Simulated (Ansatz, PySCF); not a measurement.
C2H4GeO, SMILES `C=[CH][Ge][OH]` (lower singlet; C–C–Ge–O torsion 180°, C–Ge–O–H torsion 0°) (charge 0, multiplicity 1). This singlet lies 2.01 eV below the relaxed triplet at the level B3LYP-D3(BJ)/def2-TZVP (PySCF).

The numbers are results of LC-ωPBE/cc-pVTZ // B3LYP-D3(BJ)/def2-TZVP in Ansatz (a quantum-chemistry and plane-wave program), not measurements.

Ansatz 0.2 input:
```yaml
crystal:
  periodic: [false, false, false]
  atoms:
    - { symbol: C, position_ang: [-1.568305, -0.094146, -0.192892] }
    - { symbol: C, position_ang: [-0.26907, 0.209303, -0.144386] }
    - { symbol: Ge, position_ang: [1.063019, -1.275965, -0.101475] }
    - { symbol: O, position_ang: [2.575165, -0.291776, -0.04299] }
    - { symbol: H, position_ang: [-2.355649, 0.653763, -0.218668] }
    - { symbol: H, position_ang: [-1.907573, -1.127368, -0.209254] }
    - { symbol: H, position_ang: [0.014984, 1.262209, -0.129966] }
    - { symbol: H, position_ang: [2.447425, 0.663978, -0.044203] }
basis:
  gaussian: { orbitals: cc-pVTZ }
hamiltonian:
  xc: lc_wpbe
```

Output:

```
Functional definition: LC-wPBE
1092 factors; their error is unknown
322 factors; integrals over basis functions are off by at most 2.3e-5 eV
mean field evaluation 1: about -60689.4453 eV, gradient 6.1e1 eV
mean field evaluation 2: about -60687.7667 eV, gradient 7.1e1 eV
mean field evaluation 4: about -60696.0588 eV, gradient 2.4e0 eV
mean field evaluation 8: about -60696.0775 eV, gradient 7.0e-2 eV
mean field evaluation 16: about -60696.0587 eV, gradient 6.2e-5 eV
mean field -60696.05872216 eV, -2230.5390167733 hartree, gradient 6.2e-5 eV, S^2 0.000000; 0 other end points of the search recorded, 0 dependent functions left out
reference -60696.05872217 eV, -2230.5390167735 hartree; 28, 28 occupied and 161, 161 virtual orbitals, 1092 factors
Total energy: -60696.05872217 eV, -2230.5390167735 hartree
```
